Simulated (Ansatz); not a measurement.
[AlCl6]3- (AlCl6³⁻). Charge -3, multiplicity 3. Geometry PBE-D4/def2-SVPD, that of the charge -3 singlet; atoms count from 1.

```tsv
atom	x (Å)	y (Å)	z (Å)
Al1	0.000	0.000	0.000
Cl2	1.981	1.114	-0.880
Cl3	-1.981	-1.114	0.880
Cl4	-1.392	1.821	-0.828
Cl5	1.392	-1.821	0.828
Cl6	0.279	1.176	2.117
Cl7	-0.279	-1.176	-2.117
```

A multiply charged anion in the gas phase is held together partly by the finite basis. The highest occupied level of the charge -3 triplet lies above zero (up to 6.57 eV). The electron is either unbound and held by the finite basis, or the level is raised by self-interaction error. At PBE0-D4/def2-TZVPD a singlet of charge -3 lies 3.53 eV below the triplet at the same geometry.

Problem. Estimate the Mulliken populations from the PBE0/def2-TZVPD orbitals of Ansatz.

Solution. 
```tsv
atom	charge (e)	spin (α − β)
Al1	-0.60	1.82
Cl2	-0.40	0.03
Cl3	-0.40	0.03
Cl4	-0.40	0.03
Cl5	-0.40	0.03
Cl6	-0.40	0.03
Cl7	-0.40	0.03
```
Mulliken values depend strongly on the basis. With diffuse functions, as here, like atoms can get unlike values, and bond orders can come out too low or too high.

Problem. Where does the spin sit?

Solution. Summed by element: Al 1.82, Cl 0.18, of 2 unpaired in all. Largest on single atoms: Al1 1.82, Cl3 0.03, Cl6 0.03.
